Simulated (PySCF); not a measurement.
## Computed properties of C₄H₉O, SMILES CCC(C)=[OH+], charge +1

C₄H₉O, SMILES CC(=[OH+])CC, charge +1. Geometry optimised at PBE0-D3(BJ)/def2-SVP. The isomer is the one that the SMILES or the coordinates give; other isomers of the formula were not compared. Other conformers were not sampled. All values are computed for the isolated molecule unless a solvent is named; none is compared with measurement here.

**Structure.** All 36 harmonic modes at PBE0-D3(BJ)/def2-SVP (PySCF) are real, so it is a minimum. With heavy atoms numbered as in [CH3:1][CH2:2][C:3]([CH3:4])=[OH+:5], the shortest bond between them is C3–O5 at 1.272 Å and the longest C1–C2 at 1.546 Å.

**Vibrations.** The strongest infrared lines (harmonic, unscaled, degenerate partners summed) lie at 3710 cm⁻¹ (204 km/mol, H 94 %), 1644 cm⁻¹ (176 km/mol, C 68 %, O 23 %, H 9 %), 1513 cm⁻¹ (144 km/mol, C 55 %, H 42 %). The softest mode is at 56 cm⁻¹ and the zero-point energy is 78.9 kcal/mol.

**Electronic structure.** HF/def2-TZVP (PySCF) places the frontier levels at -18.85 and -3.21 eV, a gap of 15.64 eV and a mean polarisability of 45.4 bohr³. PBE/def2-TZVP (PySCF) at the same geometry gives -13.66 and -8.71 eV, so its gap is 10.69 eV narrower. An orbital gap is neither the optical nor the fundamental gap.

**Excitations.** TDA-ωB97X/def2-SVPD (PySCF) has S1 at 6.32 eV (196 nm, f = 0.006, weak); the most intense of the 10 singlets computed lies at 8.72 eV (f = 0.20). T1 (TDA) is at 5.75 eV, 0.57 eV under S1. TDA-PBE/def2-SVPD (PySCF) puts S1 at 4.96 eV. No vertical singlet excitation falls in the visible range (under 3.1 eV).

**NMR.** GIAO shifts at PBE0/pcSseg-1 (PySCF) (non-relativistic, atoms alike by connectivity averaged): ¹³C from 19.5 to 265.2 ppm against TMS; ¹H from 2.2 to 10.8 ppm against TMS.

**Solvation.** SMD-PBE0/6-31G* (PySCF) gives -64.4 kcal/mol in water, -31.4 kcal/mol in n-hexane, -65.8 kcal/mol in ethanol (1 M in both phases, gas-phase geometry); of these solvents ethanol holds the molecule best.
